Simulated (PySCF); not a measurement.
Species: C₂H₇ClOSi.
SMILES with atom numbers: `[CH3:1][CH2:2][O:3][SiH2:4][Cl:5]` (hydrogens: H6, H7, H8 on C1; H9, H10 on C2; H11, H12 on Si4)

Theory: PBE0-D3(BJ)/def2-SVP geometry optimisation, gas phase (PySCF).

(1) List the bond lengths, angles and torsions at this level.

Answers

(1) 
```tsv
bond	length (Å)	order
C1–C2	1.509	single
C2–O3	1.414	single
O3–Si4	1.648	single
Si4–Cl5	2.073	single
C1–H6, C1–H7, C1–H8	1.100	single
C2–H9, C2–H10	1.106	single
Si4–H11, Si4–H12	1.485	single
```

Bonds in one row agree within 0.01 Å and their mean is given. Orders are formal, as drawn. A selection of angles:
```tsv
angle	degrees
C2–C1–H6	110.6
C2–C1–H7	110.4
H6–C1–H7	108.5
H7–C1–H8	108.1
C1–C2–O3	109.3
C1–C2–H9	110.4
O3–C2–H9	109.8
H9–C2–H10	107.1
C2–O3–Si4	125.1
O3–Si4–Cl5	109.8
O3–Si4–H11	106.9
O3–Si4–H12	111.8
Cl5–Si4–H11	109.3
Cl5–Si4–H12	106.6
H11–Si4–H12	112.6
```

Torsions: C1–C2–O3–Si4 171° (antiperiplanar); C2–O3–Si4–Cl5 -57° (synclinal). The mirror-image conformer, all signs reversed, is as good.

Of the pairs four or more bonds apart, Cl5···H9 is among the closest relative to their van der Waals radii: 3.06 Å, 104 % of the sum of Bondi's values. Si4 (chlorine-bound silicon) is tetrahedral (angles from 106.6° to 112.6°).

Point group: C1 (no symmetry element, even within 0.4 Å). Not checked by PBE0-D3(BJ)/def2-SVP frequencies. One conformer, not necessarily the lowest.
